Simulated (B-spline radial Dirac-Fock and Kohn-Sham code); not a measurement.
**Two-hole binding energies of Ho³⁵⁺**

System: holmium as Ho³⁵⁺, 1s2 2s2 2p6 3s2 3p6 3d10 4s2 4p2.

The run's input, task.json:

```json
{"items": [{
  "Z": 67,
  "q": 35,
  "cfg": [[1, 0, 2], [2, 0, 2], [2, 1, 6], [3, 0, 2], [3, 1, 6], [3, 2, 10], [4, 0, 2], [4, 1, 2]],
  "A": 165,
  "rrms": 5.2022,
  "do": ["binding", "quiet", "double"]
}]}
```

Run with: `python xray_run.py task.json out`

Level of theory: ΔSCF Dirac-Fock with Breit, self-energy and vacuum polarisation, finite nucleus, configuration average; a radial atomic solver. U is the two-hole binding energy less the two single-hole energies, the effective repulsion of the holes after relaxation. Each two-hole energy is an average over J within one jj subconfiguration.

| holes | E(a) (eV) | E(b) (eV) | E(ab) (eV) | U (eV) |
| --- | --- | --- | --- | --- |
| 1s⁻² | 57111.4 | 57111.4 | 115475.6 | 1252.7 |
| 1s⁻¹ 2p1/2⁻¹ | 57111.4 | 10395.8 | 67910.2 | 402.9 |
| 1s⁻¹ 3d3/2⁻¹ | 57111.4 | 2802.2 | 60051.4 | 137.7 |
| 2s⁻² | 10874.2 | 10874.2 | 21991.6 | 243.2 |
| 2s⁻¹ 2p1/2⁻¹ | 10874.2 | 10395.8 | 21503.6 | 233.6 |
| 2p1/2⁻¹ 2p3/2⁻¹ | 10395.8 | 9546.1 | 20206.2 | 264.3 |
| 2p3/2⁻² | 9546.1 | 9546.1 | 19350.8 | 258.7 |
| 2p1/2⁻¹ 3s⁻¹ | 10395.8 | 3537.2 | 14057.8 | 124.8 |
| 2s⁻¹ 3d5/2⁻¹ | 10874.2 | 2762.0 | 13767.6 | 131.3 |
| 2p1/2⁻¹ 3p3/2⁻¹ | 10395.8 | 3143.6 | 13666.3 | 126.9 |
| 2p1/2⁻¹ 3d3/2⁻¹ | 10395.8 | 2802.2 | 13330.6 | 132.6 |
| 2p1/2⁻¹ 3d5/2⁻¹ | 10395.8 | 2762.0 | ? | ? |
| 3p1/2⁻² | 3330.3 | 3330.3 | 6766.2 | 105.5 |
| 3p3/2⁻² | 3143.6 | 3143.6 | 6383.6 | 96.4 |

Question: Give the missing two-hole energy and U.

Answer: E(ab) = 13292.2 eV and U = 134.4 eV.

Values without a named source are computed, but for edge energies of neutral atoms, which are taken from tables.
